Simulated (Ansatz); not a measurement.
Several settings on one geometry of Mo(NH)2Cl2 (MoN2Cl2H2) (that of the charge 0 singlet, PBE-D4/def2-SVP). Ansatz on 4 threads of Intel Xeon Platinum 8259CL on a shared host; times are rough.

```tsv
atom	x (Å)	y (Å)	z (Å)
Mo1	-0.403	0.004	-0.280
N2	-0.380	-0.019	1.452
H3	0.088	-0.032	2.367
N4	1.228	0.011	-0.864
H5	2.248	0.008	-0.742
Cl6	-1.391	1.968	-0.939
Cl7	-1.391	-1.940	-0.992
```

Totals from different functionals, basis sets or treatments of relativity can't be compared as stabilities.

In the def2 sets Mo takes a core potential; there is no spin–orbit coupling.

The spins typed aren't always the lowest for that charge.

(1) Give the basis size and estimate the energy, ⟨S²⟩ and time of these runs.

```tsv
run	method	charge	state	further keys
1	RKS ωPBEh/def2-SVPD	0	singlet	scf: {omitted_lower_state_checks: [starts]}
2	UKS PBEsol-D3(BJ)/def2-mTZVP	1	doublet	scf: {omitted_lower_state_checks: [starts]}; forces asked
3	ROKS BHLYP/def2-mTZVPP	1	doublet	final_grid: {core_spheres: 8, valence_spheres: 7, degree: 23}; scf: {lower_state_search: off}
```

Results:

(1) 
| run | functions | energy (Eh) | ⟨S²⟩ | wall time |
| --- | --- | --- | --- | --- |
| 1 | 144 | -1098.6907 | – | 4.1 s |
| 2 | 121 | -1096.8114 | 0.76 | 4.2 s |
| 3 | 145 | -1098.8930 | – | 6.5 s |

The restricted singlet is unstable towards broken spin symmetry in Hartree–Fock (as tested in another run); at RKS ωPBEh/def2-SVPD this wasn't settled.
